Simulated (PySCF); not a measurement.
## Stationary points of InH₃⁻

Level of theory: PBE0 in PySCF with In def2-TZVPD with ECP28, H def2-TZVPD; scalar-relativistic core potentials, no spin–orbit coupling; density-fitted integrals.

Relaxations began from a few typed shapes; open shells are unrestricted. The search is not exhaustive: other isomers or separated fragments can lie lower, and high-lying points may rest on an excited occupation.

| spin | group | bonds | angles | imaginary modes (cm⁻¹) | ΔE (kJ/mol) | ΔE with ZPE (kJ/mol) |
| --- | --- | --- | --- | --- | --- | --- |
| doublet | C3v | In–H 1.785 Å (×3) | H–In–H 111.2° (×3) | none | 0.0 | 0.0 |
| doublet | D3h | In–H 1.743 Å (×3) | H–In–H 120.0° (×3) | 491i | 15.1 | – |

The lowest minimum found is the doublet C3v: In–H 1.785 Å (×3); H–In–H 111.2° (×3).

For the lowest minimum: the highest occupied level lies above zero, a sign of self-interaction error or too small a basis; response properties are unreliable. The lowest empty level of this anion is unbound, so it and the gap depend on the basis. No spin–orbit coupling is included, which matters more the heavier the element.
